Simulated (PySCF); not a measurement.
B(F)(Me)(NH2) (CH₅BFN), SMILES CB(N)F. Atoms are numbered in the order given.

```xyz
9

B      0.0315    -0.0508     0.0000
F      1.3456    -0.3754     0.0000
C     -0.3697     1.4754     0.0000
H      0.0602     1.9767    -0.8835
H     -1.4569     1.6471     0.0000
H      0.0602     1.9767     0.8835
N     -0.8893    -1.1100     0.0000
H     -1.8902    -0.9704     0.0000
H     -0.5983    -2.0800     0.0000
```

The structure is a stationary point at ωB97X-D3(BJ)/def2-SVP. Other conformers were not sampled.

All values below come from PBE/def2-TZVPD in PySCF.

Mulliken values depend strongly on the basis, most of all with diffuse functions as here. ESP charges are fitted to the potential on shells at 1.4 to 2.0 van der Waals radii. Atomic charges (e):

```
atom  Mulliken  ESP fit
----  --------  -------
B1        0.17     0.90
F2       -0.34    -0.34
C3       -0.52    -0.86
H4        0.19     0.20
H5        0.20     0.20
H6        0.19     0.20
N7       -0.20    -1.16
H8        0.18     0.43
H9        0.14     0.44
```
